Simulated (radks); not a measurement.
Results of a calculation; reference values are marked as such.
Problem. Species: Re+. Configuration: [Xe] 4f13 5d5 6p2 (not the ground configuration). Code: a radial shooting solver on a logarithmic mesh with Libxc functionals. Model: Dirac Kohn-Sham, PBE, spin-unpolarised, spherical densities, finite nucleus; open shells fill j = l - 1/2 first; Fermi nuclear charge, rms radius 5.3698 fm. Some entries of the table are withheld. Estimate them.

orbital,occ.,eigenvalue (eV),r(max) (bohr)
1s1/2,2,-71554.99,0.01124
2s1/2,2,-12418.05,0.06473
2p1/2,2,-11885.62,(1)
2p3/2,4,-10446.16,(2)
3s1/2,2,-2894.720,0.1823
3p1/2,2,(3),0.1705
3p3/2,4,(4),0.1847
3d3/2,4,-1942.877,0.1446
3d5/2,6,-1875.051,0.1485
4s1/2,2,-622.8704,0.4128
4p1/2,2,-523.3093,0.4121
4p3/2,4,-449.9599,0.4418
4d3/2,4,-286.2177,(5)
4d5/2,6,-272.5986,(6)
5s1/2,2,-101.9585,0.9297
5p1/2,2,-71.1574,0.9902
4f5/2,6,-66.1462,(7)
4f7/2,7,-63.5365,(8)
5p3/2,4,-59.4859,1.069
5d3/2,4,-18.8289,1.325
5d5/2,1,-17.6798,1.362
6p1/2,2,-9.5380,(9)
6p3/2,0,-8.4501,(10)

Solution. 
(1) 2p1/2 r(max) (bohr): 0.04802
(2) 2p3/2 r(max) (bohr): 0.05496
(3) 3p1/2 eigenvalue (eV): -2656.489
(4) 3p3/2 eigenvalue (eV): -2343.933
(5) 4d3/2 r(max) (bohr): 0.4373
(6) 4d5/2 r(max) (bohr): 0.4466
(7) 4f5/2 r(max) (bohr): 0.4113
(8) 4f7/2 r(max) (bohr): 0.4160
(9) 6p1/2 r(max) (bohr): 2.835
(10) 6p3/2 r(max) (bohr): 3.091
